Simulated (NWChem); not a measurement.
# GaNH$_{4}$O; SMILES [NH2][GaH][OH]

```xyz
7

Ga    -0.3328    -0.0211    -0.0001
H     -1.8806    -0.0948     0.0005
O      0.5749    -1.5608    -0.0001
H      1.5327    -1.4744     0.0017
N      0.6099     1.5252    -0.0004
H      1.6198     1.5941     0.0006
H      0.1754     2.4395     0.0030
```
Atoms are numbered in this order, from 1.

Results from NWChem. Structure relaxed at the PBE0/def2-SVP level.

For level Hartree-Fock/def2-SVPD:

orbital gap (eV): 12.50
dipole (D): 2.44

Task: How do the values read with level Hartree-Fock/def2-SVP instead?

Result: orbital gap (eV): 13.73
dipole (D): 2.63
